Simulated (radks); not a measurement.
Numerical settings for neutral bromine, [Ar] 3d10 4s2 4p5. Method: Dirac Kohn-Sham, PBE, spin-unpolarised, spherical densities, finite nucleus; open shells fill j = l - 1/2 first; Fermi nuclear charge, rms radius 4.1629 fm; computed with a radial shooting solver on a logarithmic mesh with Libxc functionals. The defaults (mesh step 0.008 in ln r, mesh end at 40 bohr or more with all orbitals vanishing there, Anderson mixing 0.5 over 9 steps, residual threshold near 1e-9 with the energy settled to 1e-9 hartree or 1e-11 of itself, here a cap of 67 iterations) give E = -2606.5766 hartree and 4p3/2 at -7.675 eV in 14 iterations. Run on one thread of a shared host, so times are rough (Arm Neoverse V1): 0.1 s of CPU time, 0.1 s wall, 14 iterations on 2381 mesh points. Changes against that run (0 stands for a change within the tolerance of the run):

setting,iterations,converged,E (mhartree),e(4p3/2) (meV),CPU (s)
mesh step in ln r 0.03,14,yes,+0.000174,0,0.04
mesh step in ln r 0.003,15,yes,0,0,0.26
mesh step in ln r 0.005,14,yes,0,0,0.15
mesh end (bohr) 2,14,level above zero,+1e+04,+6.64e+04,0.07
mesh end (bohr) 8,14,yes,+0.544,+34.7,0.09
residual threshold 0.001,9,yes,0,+1.29,0.08
residual threshold 1e-05,10,yes,0,+0.0295,0.08
mixing 1.5,15,yes,0,0,0.11
"linear mixing, mixing 1",67,no,+7.33e+04,-3.87e+05,1.6
"linear mixing, mixing 0.5",30,yes,0,0,0.17
mixing history 2,18,yes,0,0,0.12
iteration cap 5,5,no,+0.248,+108,0.04

Settled on a wrong energy, with an occupied level pushed above zero by the early mesh end: mesh end (bohr) 2 (+10 hartree). Apart from these: no run marked as converged misses the energy by more than 1 mhartree. A mesh that ends early acts as a hard wall.
